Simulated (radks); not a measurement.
Excited configurations of K3+: one electron is placed in a higher orbital outside [Ne] 3s2 3p3. The ground configuration is [Ne] 3s2 3p4. Calculated with a radial shooting solver on a logarithmic mesh with Libxc functionals: scalar-relativistic Kohn-Sham, BLYP, spin-polarised, spherical densities, point nucleus; open shells are filled with parallel spins first. Excitation = E - E(ground); binding = E(ion) - E, where the ion is the core of charge +4; n* = 4/sqrt(2 binding) in atomic units, and the quantum defect is n - n*.

| outer orbital | excitation (eV) | binding (eV) | n* | quantum defect | eigenvalue (eV) | <r> (bohr) |
|---|---|---|---|---|---|---|
| 3d | 21.761 | 38.948 | 2.364 | 0.636 | -31.712 | 1.501 |
| 4p | 35.638 | 25.070 | 2.947 | 1.053 | -21.937 | 3.127 |
| 4d | 42.357 | 18.351 | 3.444 | 0.556 | -15.859 | 3.798 |
| 4f | 46.413 | 14.296 | 3.902 | 0.098 | -11.941 | 4.111 |
| 5f | 51.111 | 9.598 | 4.762 | 0.238 | -8.275 | 7.107 |
| 6p | 51.444 | 9.264 | 4.847 | 1.153 | -8.273 | 8.831 |
| 6d | 52.951 | 7.757 | 5.298 | 0.702 | -6.874 | 10.11 |
| 6f | 53.905 | 6.803 | 5.657 | 0.343 | -5.971 | 10.81 |
| 7s | 53.636 | 7.073 | 5.548 | 1.452 | -6.361 | 11.88 |
| 7d | 55.069 | 5.639 | 6.213 | 0.787 | -5.031 | 14.25 |
| 7f | 55.643 | 5.066 | 6.555 | 0.445 | -4.492 | 15.17 |

The Delta-SCF ionisation energy is 60.708 eV (NIST Atomic Spectra Database: 60.92 eV, semi-empirical). Self-interaction in the functional shifts the binding energies and quantum defects, so they are the method's values and not measured ones. Open shells are spherical and high-spin; term and fine-structure splittings are not resolved.
